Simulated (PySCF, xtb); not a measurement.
4H-1,3,5-dioxazine (C3H5NO2), SMILES C1=NCOCO1.

GFN2-xTB run with xtb at its own geometry gives an orbital gap of 4.55 eV and a dipole moment of 1.52 D.

Geometry optimised at ωB97X-D3(BJ)/def2-SVP. One conformer was computed; it need not be the lowest.

Problem. What does PBE/def2-TZVP (PySCF) give? (The exact figures need the calculation; the answer reports its results.)

Solution. gap 5.17 eV (levels -6.11 and -0.95 eV), dipole 1.40 D.
